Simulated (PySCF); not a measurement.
Run record: geometry optimisation, `BC#CCCl`.

Computed with PBE0-D3(BJ)/def2-SVP geometry optimisation, gas phase (PySCF 2.14.0). Start geometry: GFN2-xTB. The input is one job of a driver script: a line of settings, then coordinates in Å.

Command:
```bash
OMP_NUM_THREADS=1 python probes_run.py task.json out
```

Input:
```
{"job": {"xc": "PBE0", "basis": "def2-SVP", "d3": "d3bj", "grid": 1, "shake": 0.01, "kind": "geom"}, "charge": 0, "multiplicity": 1}
B      1.773940     1.282630     0.454690
C      0.651110     0.430560    -0.064490
C     -0.240080    -0.300240    -0.474280
C     -1.249890    -1.118080    -0.967870
Cl    -2.549260    -0.134080    -1.810360
H      2.651320     0.829810     1.014590
H      1.703640     2.460590     0.280020
H     -1.769720    -1.638290    -0.153790
H     -0.913250    -1.830050    -1.681100
```

Output:
```
step   0  E = -601.10869401  max force = 0.045180
step   1  E = -601.11469314  max force = 0.007310
step   2  E = -601.11492462  max force = 0.002074
step   3  E = -601.11495458  max force = 0.000841
step   4  E = -601.11496394  max force = 0.000533
step   5  E = -601.11496846  max force = 0.000455
step   6  E = -601.11496996  max force = 0.000190
optimisation converged
```

Energies in Eh; «max force» is the largest Cartesian gradient component in Eh/bohr.

Q: Give the first gradient maximum in eV/Å.

A: With 1 Eh/bohr = 51.422 eV/Å, 2.323 eV/Å.

Q: How much energy does the optimisation release, in eV?

A: E(step 0) − E(last step) = 0.006276 Eh, which is 0.171 eV.

Summary of the converged run: final energy -601.11497 Eh after 6 steps; dipole 1.74 D.

Q: Where do the atoms end?

A: 0.053 Å rms from the input after alignment:
```
atom  x, y, z in Å
B1     2.3647    1.4613    0.8360
C2     1.2635    0.5869    0.3083
C3     0.3656   -0.1250   -0.1228
C4    -0.6793   -0.9810   -0.6232
Cl5   -2.0032   -0.1042   -1.4615
H6     3.2951    0.9697    1.4280
H7     2.3177    2.6553    0.6665
H8    -1.1352   -1.5475    0.2027
H9    -0.2644   -1.7070   -1.3389
```

On an Arm Neoverse V1 with one thread (shared host), this took 20 s of wall time and 0.38 GiB of memory at its peak.
Labels such as C1 count atoms from 1, the log's own numbers from 0.
